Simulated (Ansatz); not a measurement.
`O/C=[C](\[AlH2])[SiH3]` + `[OH][Cd][O][SiH3]` → `[SiH3][O][Cd][O][SiH3]` + `O/C=[CH]\[AlH2]`  (ligand exchange at the Si–C bond)

Computed with Ansatz on PBE0-D4/def2-TZVP structures; ΔE is electronic, products minus reactants. CCSD(T)/CBS is the MP2 limit (def2-TZVPP, def2-QZVPP) plus CCSD(T) − MP2 in def2-TZVPP, frozen cores. Double bonds are as drawn, so ΔE can hold a change between cis and trans. Functionals use def2-TZVPP. def2 core potentials past Kr. For Cd outer-core shells are correlated without core-valence functions, which leaves a few kJ/mol of doubt a bond. Each species was taken in one conformer, which may not be the lowest.

```
             level  ΔE (eV)
            PBE-D4    -0.75
           PBE0-D4    -0.84
               PBE    -0.78
            r2SCAN    -0.91
     HF/def2-TZVPP    -1.26
SCS-MP2/def2-TZVPP    -1.01
CCSD(T)/def2-TZVPP    -0.96
     HF/def2-QZVPP    -1.27
```

(1) What does CCSD(T)/CBS give? (Best estimate.)

Largest T1 diagnostic among the species: 0.016.

## Answers

(1) The calculation gave: -0.92 eV. The listed levels differ from it by 0.17, 0.08, 0.14, 0.01, -0.34, -0.09, -0.04, -0.35 eV.

The D4 term adds +0.05 eV with B3LYP and +0.03 eV with PBE0; it sums over pairs of atoms, weighted by their polarisabilities, and B3LYP, whose exchange is more repulsive, gets the larger term. From PBE to PBE0 (25 % exact exchange), in def2-TZVPP and without D4, ΔE moves by −0.08 eV.

B3LYP here is the variant with VWN-RPA as its local correlation; programs differ in this.
